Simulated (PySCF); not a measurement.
## Telling isomers of C5H9F3Si apart by NMR

- structure optimised with GFN2-xTB
- GIAO PBE0/pcSseg-1 shieldings
- program: PySCF 2.14
- a single conformation, relativity neglected, equivalent nuclei averaged, no solvent

Scale: 1H (σ = 31.72 ppm), 13C (σ = 186.93 ppm) vs TMS (reference shieldings calculated alike). Splittings of carbon signals by F and P are missing where no couplings were computed. Where no couplings were computed, multiplicities follow the n + 1 count of equivalent neighbours, and m marks all less simple cases (inequivalent or close neighbours, rings, F or P nearby). Shifts are as computed. Against solution values, carbons near 30 ppm lie about +3 ppm off and those near 130 ppm about +5 ppm. Of 1309 compounds with measured shifts, 239 miss one by over three times the rms of a fit or turn the order of signals round; such compounds aren't used in these exercises.

(1) Tabulate the signals of `C/C(=C(\[SiH3])CF)C(F)F`, `C[C@@H]1[SiH2]C[C@H]1C(F)(F)F` and their relative energies.

(2) What is the quickest way to tell C/C(=C(\[SiH3])CF)C(F)F from C[C@@H]1[SiH2]C[C@H]1C(F)(F)F?

## Answers

(1) 
```tsv
SMILES	carbon types	δC	δH	E rel. (kcal/mol)
C/C(=C(\[SiH3])CF)C(F)F	2×C 1×CH 1×CH2 1×CH3	150.0, 143.8, 119.9, 85.8, 21.3	6.51 (m, 1H), 5.43 (m, 2H), 4.31 (s, 3H), 2.12 (s, 3H)	26.3
C[C@@H]1[SiH2]C[C@H]1C(F)(F)F	1×C 2×CH 1×CH2 1×CH3	138.1, 47.0, 23.5, 21.6, 6.1	4.71 (m, 1H), 4.42 (m, 1H), 2.48 (m, 1H), 2.15 (m, 1H), 1.61 (m, 1H), 1.45 (m, 1H), 1.33 (d, 3H)	0.0
```

Energies are electronic energies at PBE0/pcSseg-1 on these geometries, without zero-point or thermal terms, each for the one conformer computed, which needn't be the lowest.

(2) Both give the same number of carbon signals, but DEPT or the intensities differ. The first has an allylic sp3 CH bonded to 2 F at 119.9 ppm, the second an sp3 CH in a ring at 47.0 ppm. Their most deshielded carbons lie at 150.0 and 138.1 ppm. In the proton spectra the most deshielded non-exchanging signals are 6.51 (m, 1H) and 4.71 (m, 1H).
